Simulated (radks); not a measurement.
Values are calculated unless marked as measured or tabulated.
Question: These are the eigenvalues of the occupied orbitals of an atom or ion with whole-number occupations (eV). Code: a radial shooting solver on a logarithmic mesh with Libxc functionals. Model: non-relativistic Kohn-Sham, PBEsol, spin-polarised, spherical densities, point nucleus.

| orbital | eigenvalue |
|---|---|
| 1s up | -8738.405 |
| 1s down | -8738.375 |
| 2s down | -1038.812 |
| 2s up | -1038.767 |
| 2p down | -910.9984 |
| 2p up | -910.9713 |
| 3s down | -110.6020 |
| 3s up | -110.5459 |
| 3p down | -70.9018 |
| 3p up | -70.8616 |
| 3d up | -5.2310 |
| 3d down | -5.0782 |
| 4s up | -4.8520 |

Which element is it, and in what charge state? The configuration may be excited. Open shells, if any, are filled with parallel spins first.

Answer: Z = 29, copper, charge 0: Cu in [Ar] 3d10 4s1. The list shows which subshells hold electrons but not how many an open one holds; the 1s level, -321.13 hartree, gives Z - s = 25.3 by -(Z - s)^2/2, which with screening narrows Z to a few neighbours, and the depths of the outer levels then fix element, charge and occupations together.
